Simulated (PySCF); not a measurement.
Identify the unknown among the candidates.

All candidates are C3H13O2PSi3.

- NMR, other nuclei: isotropic shieldings of nuclei other than C and H, by class: -504 (1 O), 325 (1 O), 389 (1 Si), 392 (1 Si), 407 (1 Si), 620 (1 P) ppm [GIAO PBE0/pcSseg-1]
- 1H NMR: chemical shifts (computed TMS as zero) by class: 5.18 (3 H), 5.07 (1 H), 4.24 (1 H), 2.66 (3 H), 1.01 (2 H), 0.41 (3 H) ppm [GIAO PBE0/pcSseg-1]
- Rotational structure: rotational constants A, B, C: 0.897, 0.584, 0.378 GHz [GFN2-xTB]
- 13C NMR: chemical shifts (computed TMS as zero) by class: 252.9 (1 C), 40.5 (1 C), -5.1 (1 C) ppm [GIAO PBE0/pcSseg-1]
- Dipole: 3.65 D [PBE0/pcSseg-1]

Gas-phase values; electronic properties from PySCF, density fitting. Levels stand in brackets. One conformer (not necessarily the lowest) at the GFN2-xTB geometry, without solvent, vibrations or thermal averaging. Each NMR value is the plain mean over a class of atoms that symmetry, rotation or inversion makes alike.

**Question.** Which candidate is it?
A. `C[C@@H](C=O)O[SiH2]P([SiH3])[SiH3]`
B. `C[Si@@]1(P)C[C@H](O[SiH3])[SiH2]O1`
C. `CC(=O)[Si@@H](O[SiH3])[Si@H](C)P`

**Answer.** C. It is `CC(=O)[Si@@H](O[SiH3])[Si@H](C)P`. Numbering: `[CH3:1][C:2](=[O:3])[Si@@H:4]([O:5][SiH3:6])[Si@H:7]([CH3:8])[PH2:9]`. 3 carbons fall into 3 classes; from least to most shielded: carbonyl carbon [C2] (252.9 ppm), methyl carbon next to a carbonyl [C1] (40.5 ppm), Si-methyl carbon [C8] (-5.1 ppm). Hydrogen classes from least to most shielded: 3 H on an oxygen-bound silicon, Si6 (5.18 ppm), 1 H on an oxygen-bound silicon, Si4 (5.07 ppm), 1 H on an SiH silicon, Si7 (4.24 ppm), 3 H on a methyl carbon next to a carbonyl, C1 (2.66 ppm, a mean of values up to 0.6 ppm apart in this geometry), 2 H on a three-coordinate phosphorus, P9 (1.01 ppm, a mean of values up to 0.5 ppm apart in this geometry), 3 H on an Si-methyl carbon, C8 (0.41 ppm). The other shieldings belong to: -504 ppm, carbonyl oxygen [O3]; 325 ppm, siloxane oxygen [O5]; 389 ppm, oxygen-bound silicon [Si6]; 392 ppm, oxygen-bound silicon [Si4]; 407 ppm, SiH silicon [Si7]; 620 ppm, three-coordinate phosphorus [P9]. The optimised geometry has point group C1 and is an asymmetric top.

The others, at the same levels:
- `C[C@@H](C=O)O[SiH2]P([SiH3])[SiH3]` fails: its computed 13C shifts are 210.8 (1 C), 78.7 (1 C), 18.6 (1 C) ppm, 1H shifts are 9.71 (1 H), 5.86 (1 H), 5.63 (1 H), 4.66 (1 H), 3.97 (6 H), 1.42 (3 H) ppm and rotational constant A is 1.393 GHz (against 0.897 GHz).
- `C[Si@@]1(P)C[C@H](O[SiH3])[SiH2]O1` fails: its computed 13C shifts are 70.2 (1 C), 26.6 (1 C), 3.5 (1 C) ppm, 1H shifts are 5.08 (1 H), 4.95 (1 H), 4.85 (3 H), 3.86 (1 H), 1.51 (2 H), 1.41 (1 H), 0.67 (1 H), 0.43 (3 H) ppm and rotational constant A is 1.135 GHz (against 0.897 GHz).

Each candidate is one conformer, not necessarily the lowest. Dipoles, sizes and rotational constants follow the conformer. The torsions of the flexible species, by atom-mapped SMILES:
- `[CH3:1][C:2](=[O:3])[Si@@H:4]([O:5][SiH3:6])[Si@H:7]([CH3:8])[PH2:9]`: C1–C2–Si4–O5 -3°, C2–Si4–O5–Si6 167°, C2–Si4–Si7–C8 -164°, H–P9–Si7–Si4 51°, H–P9–Si7–Si4 -42°
- `[CH3:1][C@@H:2]([CH:3]=[O:4])[O:5][SiH2:6][P:7]([SiH3:8])[SiH3:9]`: C1–C2–C3–O4 116°, C1–C2–O5–Si6 -109°, C2–O5–Si6–P7 175°, O5–Si6–P7–Si8 -65°

The conformers of `C[Si@@]1(P)C[C@H](O[SiH3])[SiH2]O1` aren't listed.
